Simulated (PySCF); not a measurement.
Species: C₇H₁₃F.
Numbering: `[CH3:1][C@@H:2]1[C@H:3]([CH3:4])[CH2:5][CH2:6][C@H:7]1[F:8]` (hydrogens: H9, H10, H11 on C1; H12 on C2; H13 on C3; H14, H15, H16 on C4; H17, H18 on C5; H19, H20 on C6; H21 on C7)

Computed with PySCF at PBE0/pcSseg-1 and wB97X-D/def2-SVPD, non-relativistic, on one gas-phase PBE0-D3(BJ)/def2-SVP geometry that isn't relaxed in the solvent. The solvent is an IEF-PCM continuum (cavity from Bondi-type radii × 1.2). Specific hydrogen bonds and non-electrostatic terms are outside this model.

Gas phase at PBE0/pcSseg-1: HOMO -8.60 eV, LUMO 1.24 eV, dipole 1.72 D.

Question: What does the continuum do to the energy, the frontier levels and the dipole at PBE0/pcSseg-1 in cyclohexane and water?

Answer: 
| solvent | ε | E(solvent) − E(gas) (kcal/mol) | polarisation term (kcal/mol) | distortion of the solute (kcal/mol) | HOMO (eV) | LUMO (eV) | dipole (D) |
| --- | --- | --- | --- | --- | --- | --- | --- |
| cyclohexane | 2.017 | -1.05 | -1.10 | 0.05 | -8.54 | 1.35 | 1.91 |
| water | 78.36 | -2.63 | -3.00 | 0.37 | -8.47 | 1.47 | 2.27 |

The first energy column is the sum of the next two and covers electrostatics alone. From cyclohexane to water the lowering changes by a factor 2.50, Onsager's factor (ε − 1)/(2ε + 1) by 2.43 and ε itself by 38.9.

Question: Which radius a makes the point-dipole formula ΔE = −[(ε − 1)/(2ε + 1)]·μ²/a³ give the value in water, with the gas-phase dipole?

Answer: μ = 0.678 au and |ΔE| = 0.00419 Eh give a = 2.00 Å; the farthest nucleus lies 2.98 Å from the centroid of the nuclei, so such a sphere wouldn't even hold the nuclei. The formula assumes a rigid point dipole at the centre of a sphere.

Question: Which IAO charges (PBE0/pcSseg-1) respond most in cyclohexane (means over atoms taken as equivalent)?

Answer: 
```
atoms         environment  gas (e)  solvent (e)  change
   F8      alkyl fluorine   -0.339       -0.345  -0.006
  H21    methine hydrogen   +0.127       +0.130  +0.003
  H19  methylene hydrogen   +0.138       +0.141  +0.003
  H13    methine hydrogen   +0.134       +0.133  -0.001
   C1       methyl carbon   -0.414       -0.416  -0.002
   C4       methyl carbon   -0.410       -0.411  -0.001
   C7      sp3 C–F carbon   +0.181       +0.180  -0.001
  H18  methylene hydrogen   +0.124       +0.125  +0.001
```

Gas phase at wB97X-D/def2-SVPD: HOMO -10.51 eV, LUMO 2.28 eV, dipole 1.78 D.

Question: What does the continuum do to the energy, the frontier levels and the dipole at wB97X-D/def2-SVPD in cyclohexane?

Answer: 
```tsv
solvent	ε	E(solvent) − E(gas) (kcal/mol)	polarisation term (kcal/mol)	distortion of the solute (kcal/mol)	HOMO (eV)	LUMO (eV)	dipole (D)
cyclohexane	2.017	-1.12	-1.18	0.06	-10.43	2.39	1.98
```

Question: How does the static polarisability (wB97X-D/def2-SVPD, frozen core, with the continuum's full static response) change?

Answer: 
```tsv
medium	isotropic (au)	principal values (au)	⟨r²⟩ of the electrons (bohr²)
gas	81.1	75.3, 81.7, 86.4	984.3
cyclohexane	91.1	85.3, 91.7, 96.3	984.3
```

The isotropic value in cyclohexane is 1.12 times the gas-phase one; no cavity-field correction is applied. ⟨r²⟩ is taken about the centre of nuclear charge.

The pairwise dispersion term of wB97X-D wasn't added to the energies; at a given geometry it leaves orbitals and properties as they are.
